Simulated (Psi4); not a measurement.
Pair of molecules, SMILES Cl with SMILES C (the first has 2 atoms); geometry from B3LYP-D3(BJ)/def2-TZVP, rigid monomers moved along the line of their centres of mass till H2···C3 is 2.90 Å.
(charge 0, multiplicity 1):
```xyz
7

Cl    -0.41273    -0.34685    -0.48214
H     -0.29104    -0.24311     0.79110
C     -0.00705     0.00311     3.66176
H     -0.93741     0.47885     3.35167
H      0.09410     0.09426     4.74204
H     -0.02250    -1.05366     3.39525
H      0.83984     0.49509     3.18355
```

Level of theory: SAPT0/jun-cc-pV(D+d)Z (Psi4).

Problem. Which attractive term is largest, and how does the interaction split up?

Solution. electrostatics -1.6, exchange 2.2, induction -0.8, dispersion -2.0, total -2.3 kJ/mol; the largest attraction is dispersion.
